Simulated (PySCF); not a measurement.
(E)-1-bromo-1-chloroprop-1-ene (C₃H₄BrCl), SMILES C/C=C(\Cl)Br.

Coordinates come from a TPSSh-D3(BJ)/def2-SVP optimisation.

Two levels are set side by side: TDA-PBE/def2-SVPD (PySCF) and TDA-LC-ωPBE/def2-SVPD (PySCF). Vertical, same geometry. The lowest singlet is HOMO→LUMO 99 % with PBE and HOMO→LUMO 76 % with the other functional; states are paired by order. Differences are taken from unrounded values.

```
quantity                               TDA-LC-ωPBE
-------------------------------------  -----------
lowest singlet excitation (eV)                5.69
lowest triplet excitation (TDA) (eV)          3.81
first bright state (f over 0.05) (eV)         6.93
its oscillator strength                       0.48
```

Problem. What does TDA-PBE give, and how far is it from TDA-LC-ωPBE? (Estimate from the structure and the level; the computed values follow.)

Solution. 
```tsv
quantity	TDA-PBE	TDA-PBE minus TDA-LC-ωPBE
lowest singlet excitation (eV)	4.69	-1.00
lowest triplet excitation (TDA) (eV)	3.88	0.07
first bright state (f over 0.05) (eV)	5.98	-0.94
its oscillator strength	0.22	-0.25
```

A lower first singlet is the usual sign of a functional without exact exchange. Differences between two approximate levels are no errors against the true value.

Rough cost on one machine, each run with all the roots and properties that it gave: TDA-LC-ωPBE against TDA-PBE about 3 times.
